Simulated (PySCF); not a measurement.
Computed shifts of a molecule C3H11ClSi2, PBE/pcSseg-1 (PySCF), GIAO, gas phase, atoms alike by connectivity averaged where their shifts nearly agree, in ppm (number of nuclei): ¹³C: 17.4 (1), 10.8 (1), -9.9 (1). ²⁹Si: 17.9 (1), -73.6 (1). ¹H: 5.63 (1), 4.29 (1), 4.12 (1), 1.68 (1), 1.36 (1), 1.27 (3), 0.70 (3). References: ¹³C against TMS (σ = 182.0 ppm); ²⁹Si against TMS (σ = 335.4 ppm); ³⁵Cl against HCl (σ = 936.5 ppm); ¹H against TMS (σ = 31.49 ppm), references at their B3LYP-D3(BJ)/def2-TZVP geometries, non-relativistic (without spin–orbit terms, shifts of atoms bonded to Cl or Br come out too high). The structure is a stationary point at B3LYP-D3(BJ)/def2-SVP. The values are those of a single conformer.

### Question
Identify the compound among the candidates.
(A) CCC[SiH2][SiH2]Cl
(B) CC(C)([SiH3])[SiH2]Cl
(C) C[Si](C)(Cl)C[SiH3]
(D) CC[Si@H](Cl)[SiH2]C

### Answer
D, CC[Si@H](Cl)[SiH2]C
